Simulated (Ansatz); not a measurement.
Born–Oppenheimer molecular dynamics of ClF₂H₂HfN (7 atoms, charge 0, multiplicity 1). It starts from a relaxed structure.

The calculation used Ansatz, RKS PBE0/def2-SVP.

```yaml
ensemble: NVT, Nosé–Hoover chain
time_step: 3 fs
steps_asked: 40
set_temperature: 50 K
thermostat: time constant 100 fs, chain length 3
seed: 214335
```

First frame:

```xyz
7
Properties=species:S:1:pos:R:3
Hf -0.027 -0.016 -0.003
Cl 0.247 -0.182 2.343
F 1.684 0.027 -0.847
F -1.159 1.465 -0.410
N -0.960 -1.657 -0.687
H -1.968 -1.783 -0.757
H -0.505 -2.514 -0.998
```

(1) What does the run give?

(2) What happens to the structure?

(3) How do temperature and energy run in time?

Results:

(1) The run went to its last step.

* steps done: 40
* time covered: 120 fs
* mean temperature over the second half: 269 K
* spread of the potential energy over the second half: 12.1 meV per atom
* mean potential energy of the second half above the start: 1172.1 meV per atom

The conserved energy changed by up to 3700 meV per atom, so the integration failed: the time step of 3 fs is too long for the fastest motions that this run met, and the later frames carry no physical meaning.

(2) Parted: N5–H6 1.02 → 9.34 Å. It ends as ClF2HHfN + H. Pairs count as bonded within 1.25 times the sum of covalent radii (0.12 Å more for H–H). Another seed would give other details.

(3) 
| time (fs) | T (K) | potential energy less start (eV) | conserved less start (meV/atom) |
| --- | --- | --- | --- |
| 0 | 50 | 0.000 | 0.00 |
| 9 | 46 | 0.104 | 14.39 |
| 18 | 42 | 0.414 | 58.38 |
| 27 | 38 | 0.113 | 14.99 |
| 36 | 435 | 0.234 | 68.94 |
| 45 | 10490 | 7.913 | 3664.79 |
| 54 | 2702 | 8.266 | 3676.75 |
| 63 | 878 | 8.152 | 3662.28 |
| 72 | 314 | 8.411 | 3692.27 |
| 81 | 206 | 8.213 | 3670.38 |
| 90 | 139 | 8.154 | 3665.76 |
| 99 | 102 | 8.207 | 3675.78 |
| 108 | 97 | 8.165 | 3673.91 |
| 117 | 78 | 8.104 | 3667.11 |

The run took 3.5 min on 2 threads of Arm Neoverse V2 (shared host), peak memory 0.24 GiB.
